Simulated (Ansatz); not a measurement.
Computed with Ansatz on PBE0-D4/def2-TZVP structures; ΔE is electronic, products minus reactants. CCSD(T)/CBS adds triple-zeta CCSD(T) − MP2 to the extrapolated MP2 energy (def2 sets, frozen cores). This one scheme is used for every species. DFT in def2-TZVPP. Each species was taken in one conformer, which may not be the lowest.

Reaction (ligand exchange at a B–C bond): `C=C(F)B(S)Cl` + H–F → `FB(S)Cl` + `C=CF`

`C=C(F)B(S)Cl`:

```xyz
9

C    -1.168   -0.563   -0.988
C    -0.833    0.014    0.161
F    -1.814    0.346    1.022
B     0.615    0.338    0.632
S     1.981    0.093   -0.502
Cl    0.869    0.936    2.255
H    -2.202   -0.767   -1.239
H    -0.400   -0.844   -1.696
H     2.951    0.446    0.355
```

H–F:

```xyz
2

F    -0.076    0.339    0.301
H     0.076   -0.339   -0.301
```

`FB(S)Cl`:

```xyz
5

F     1.118   -0.524   -0.786
B     0.206    0.296   -0.300
S    -0.968   -0.227    0.950
Cl    0.146    1.940   -0.896
H    -0.502   -1.485    1.032
```

`C=CF`:

Z-matrix (Å, degrees):
```
C
C 1 1.316
H 1 1.081 2 119.2
H 1 1.082 2 121.6 3 -180.0
F 2 1.336 1 122.3 3 180.0
H 2 1.084 1 125.7 3 0.0
```

| level | ΔE (eV) |
| --- | --- |
| PBE0-D4 | -1.13 |
| HF/def2-TZVPP | -1.47 |

(1) What does CCSD(T)/CBS give? (An estimate is asked.)

Largest T1 diagnostic among the species: 0.013.

Answers

(1) Ansatz gave: -1.11 eV. The listed levels differ from it by -0.02, -0.36 eV.

The D4 term adds +0.12 eV with B3LYP and +0.07 eV with PBE0; it sums over pairs of atoms, weighted by their polarisabilities, and B3LYP, whose exchange is more repulsive, gets the larger term. In def2-TZVPP, CCSD(T) changes the Hartree–Fock value by +0.31 eV (the triples alone add +0.05 eV) and MP2 by +0.36 eV.

B3LYP here is the variant with VWN-RPA as its local correlation; programs differ in this.
